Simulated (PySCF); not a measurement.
From one molecule to another.

First species: C6H11N3Si.
InChI=1S/C6H11N3Si/c1-4-6-7-5-8-9(6)10(2)3/h4-5,10H,1H2,2-3H3

Second species: C₆H₁₁N₃Si.
SMILES: `CC(C)c1nnncc1[SiH3]`

Levels: PBE0/pcSseg-1 for dipole moment, HOMO energy, LUMO energy and HOMO–LUMO gap; GFN2-xTB for rotational constant A and rotational constant C. Geometries: GFN2-xTB. Each species is one conformer at its optimised geometry, gas phase, non-relativistic unless stated. Electronic properties by PySCF.

Dipoles, sizes and rotational constants follow the conformer. The torsions of the flexible species, by atom-mapped SMILES:
- `[CH2:1]=[CH:2][c:3]1[n:4][cH:5][n:6][n:7]1[SiH:8]([CH3:9])[CH3:10]`: C1–C2–C3–N4 2°, N6–N7–Si8–C9 -109°
- `[CH3:1][CH:2]([CH3:3])[c:4]1[n:5][n:6][n:7][cH:8][c:9]1[SiH3:10]`: C1–C2–C4–N5 72°

(1) Which has the higher dipole moment?

(2) Which has the higher LUMO energy?

(3) Which has the higher rotational constant C?

(4) Which has the higher rotational constant A?

(5) Which of the two has the higher HOMO–LUMO gap, and by how much?

Answers

(1) The second: 4.98 D against 3.04 D, a difference of 1.94 D.

(2) The first: -1.14 eV against -1.95 eV, a difference of 0.81 eV.

(3) The second: 0.697 GHz against 0.659 GHz, a difference of 0.038 GHz.

(4) The first: 1.738 GHz against 1.287 GHz, a difference of 0.451 GHz.

(5) The first: 5.76 eV against 5.00 eV, a difference of 0.76 eV.

On the first: The dipole equals about 10.1 × 10⁻³⁰ C·m (1 D = 3.33564 × 10⁻³⁰ C·m). A dipole of 3.04 D is allowed in C1, and pure rotational transitions are dipole-allowed.

On the second: The dipole matches unit charges of opposite sign 1.04 Å apart (1 e·Å = 4.8032 D).
